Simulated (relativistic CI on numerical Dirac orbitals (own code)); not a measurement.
Hyperfine structure of Ga XVI, mass number 71

Calculated at this level of theory: Dirac-Coulomb-Breit CI, KLI orbitals optimised for each configuration, model QED, unscaled Slater integrals (own radial code, finite nucleus).

Configuration list (outside the closed core [Ne]): 3s2 3p4, 3s 3p5, 3s2 3p3 3d, 3p6, 3s 3p4 3d, 3p5 3d, 3s 3p3 3d2, 3s2 3p3 4s, 3s2 3p2 3d 4p, 3p5 4s, 3s2 3p3 4p, 3p5 4p, 3s 3p3 3d 4s, 3s2 3p2 3d2, 3s2 3p 3d3, 3s 3p2 3d3, 3s2 3p 3d2 4s, 3s2 3p 3d2 4p, 3p4 3d2, 3p3 3d3, 3p3 3d2 4s, 3p3 3d2 4p. Double excitations out of closed p, d and f shells are left out; levels of such configurations are missing from the list, as are those of other unlisted configurations, and high levels can miss mixing partners.

Nuclear spin I = 3/2, μ = 2.56033 μN, Q = 0.107 b (tables of Stone and Pyykkö). The electronic factors are computed for point nuclear moments, without core polarisation or the Bohr-Weisskopf and QED corrections.

| Level | E (cm⁻¹) | A (MHz) | B (MHz) |
| --- | --- | --- | --- |
| 3s2 3p4 3P_2 | 0 | 14750 | 1250 |
| 3s2 3p4 3P_1 | 34508 | -855.5 | -842 |
| 3s2 3p4 1D_2 | 67555 | 31090 | -2950 |
| 3s 3p5 3P°_2 | 403460 | 65170 | -1530 |
| 3s 3p5 3P°_1 | 425969 | 48100 | 722 |
| 3s 3p5 1P°_1 | 520062 | 54620 | -1210 |
| 3s2 3p3 3d 5D°_2 | 541652 | 5276 | -56.9 |
| 3s2 3p3 3d 5D°_1 | 541900 | 3408 | -135 |

Levels with J = 0, under 50 % of one LS term, or S terms without an open s electron are left out. Small factors come from cancelling terms and can be off by tens of per cent or more.

At this charge energies of transitions that change n are usually good to better than 1 %, and those within a shell (Δn = 0) to a few per cent.

(1) Give the hyperfine levels of 3s2 3p4 3P_2 relative to its centre of gravity.

## Answers

(1) With K = F(F + 1) − I(I + 1) − J(J + 1), E = AK/2 + B[¾K(K + 1) − I(I + 1)J(J + 1)]/[2I(2I − 1)J(2J − 1)]: F = 1/2: -65270, F = 3/2: -44240, F = 5/2: -8155, F = 7/2: 44550 MHz.

LS names give the leading component of a level, which can be under half, so a name can repeat, a term be missing and a line seem to break the LS rules.
